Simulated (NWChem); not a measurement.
System meant: C$_{3}$H$_{4}$O$_{2}$; SMILES C1OCOC=1

NWChem input:

```
start job
memory heap 200 mb stack 900 mb global 1100 mb
geometry units angstroms noautosym nocenter noautoz
  C     -0.665191    -0.048010    -0.975761
  C      0.665187    -0.048011    -0.975764
  O      1.150716     0.074711     0.319690
  C     -0.000001    -0.114414     1.143160
  O     -1.150715     0.074710     0.319688
  H     -1.394799    -0.085245    -1.768998
  H      1.394802    -0.085246    -1.768995
  H      0.000001     0.619999     1.953395
  H      0.000001    -1.142737     1.544712
end
basis spherical
  * library def2-svp
end
dft
  xc xtpss03 ctpss03
  iterations 150
end
property
  shielding 6 1 3 4 6 8 9
end
task dft property
```

End of the output:

```
 Vector   22  Occ=0.000000D+00  E= 8.468559D-02
              MO Center=  5.0D-03, -1.2D-01, -3.9D-01, r^2= 5.7D+00
   Bfn.  Coefficient  Atom+Function         Bfn.  Coefficient  Atom+Function
  ----- ------------  ---------------      ----- ------------  ---------------
    77     -1.076329  7 H  s                 72      1.069263  6 H  s
    49      0.795361  4 C  px                 7      0.585084  1 C  px
    21      0.586944  2 C  px                31     -0.540032  3 O  s
    59      0.540144  5 O  s                 17      0.367973  2 C  s
     3     -0.363524  1 C  s                 46      0.357544  4 C  px

 center of mass
 --------------
 x =  -0.00000102 y =  -0.02188023 z =   0.01275756

 moments of inertia (a.u.)
 ------------------
         201.608377667358          -0.000045189439          -0.000191957640
          -0.000045189439         397.304796553290          -0.249996929603
          -0.000191957640          -0.249996929603         210.690803814848

     Multipole analysis of the density
     ---------------------------------

     L   x y z        total         alpha         beta         nuclear
     -   - - -        -----         -----         ----         -------
     0   0 0 0     -0.000000    -19.000000    -19.000000     38.000000

     1   1 0 0     -0.000123     -0.000045     -0.000045     -0.000032
     1   0 1 0     -0.125482      0.655800      0.655800     -1.437082
     1   0 0 1     -0.176325     -0.300707     -0.300707      0.425090

     2   2 0 0    -23.110383    -65.812143    -65.812143    108.513904
     2   1 1 0     -0.000001     -0.000010     -0.000010      0.000020
     2   1 0 1      0.000066     -0.000017     -0.000017      0.000100
     2   0 2 0    -22.077636    -14.431847    -14.431847      6.786059
     2   0 1 1      0.046739      0.189338      0.189338     -0.331936
     2   0 0 2    -17.487244    -68.312616    -68.312616    119.137989

          -----------------------------------------
          Chemical Shielding Tensors (GIAO, in ppm)
          -----------------------------------------

 ------------------------------------------------------------------------
  xtpss03: d2 not coded                    0
 ------------------------------------------------------------------------
 ------------------------------------------------------------------------
  current input line :
    24: task dft property
 ------------------------------------------------------------------------
 ------------------------------------------------------------------------
 This error has not yet been assigned to a category
 ------------------------------------------------------------------------
 For more information see the NWChem manual at https://nwchemgit.github.io

0: xtpss03: d2 not coded:Received an Error in Communication
```

Question: Can this run be used? If not, why, and what is the fix?

Answer: The program stopped with an error. Cause: this functional's second derivatives, which shieldings need, aren't coded here; the fix takes a hybrid GGA instead. This input runs:
```
start job
memory heap 200 mb stack 900 mb global 1100 mb
geometry units angstroms noautosym nocenter noautoz
  C     -0.665191    -0.048010    -0.975761
  C      0.665187    -0.048011    -0.975764
  O      1.150716     0.074711     0.319690
  C     -0.000001    -0.114414     1.143160
  O     -1.150715     0.074710     0.319688
  H     -1.394799    -0.085245    -1.768998
  H      1.394802    -0.085246    -1.768995
  H      0.000001     0.619999     1.953395
  H      0.000001    -1.142737     1.544712
end
basis spherical
  C library def2-svp
  O library def2-svp
  H library def2-svp
end
dft
  xc pbe0
  iterations 150
end
property
  shielding 6 1 3 4 6 8 9
end
task dft property
```
It converges to -266.61870 Ha (PBE0/def2-SVP, GIAO).
